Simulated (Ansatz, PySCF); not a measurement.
Reaction (SMILES): O=[Si]=O [dioxosilane] → O=[Si]=O as triplet, charge 0
Structures are relaxed separately at B3LYP-D3(BJ)/def2-TZVP in Ansatz (a program for electronic structure). High T1 diagnostic, so coupled cluster is less sure: O=[Si]=O as triplet, charge 0. A spin state is the lowest found, not a proven ground state.

Quantity: adiabatic triplet-singlet gap (electronic energy difference), in kcal/mol. Correlated levels leave the core frozen unless marked. Open shells are spin-unrestricted. Spin-orbit coupling is left out. No relativistic terms. CBS(X,Y): correlation extrapolated as X^-3; Hartree-Fock from the larger set.

CCSD(T)/CBS(cc-pV(T+d)Z,cc-pV(Q+d)Z) (Ansatz) gives 62.1 kcal/mol.

Problem. Another calculation gave 58.5 kcal/mol. Which level was it?
A. BLYP/def2-TZVPD (Ansatz)
B. M06-2X/def2-TZVPD (PySCF)
C. B97M-V/def2-TZVPD (Ansatz)
D. HF/def2-TZVPD (PySCF)

Solution. B, M06-2X/def2-TZVPD (PySCF). The others give 26.0 (HF), 47.5 (BLYP), 50.5 (B97M-V) kcal/mol.
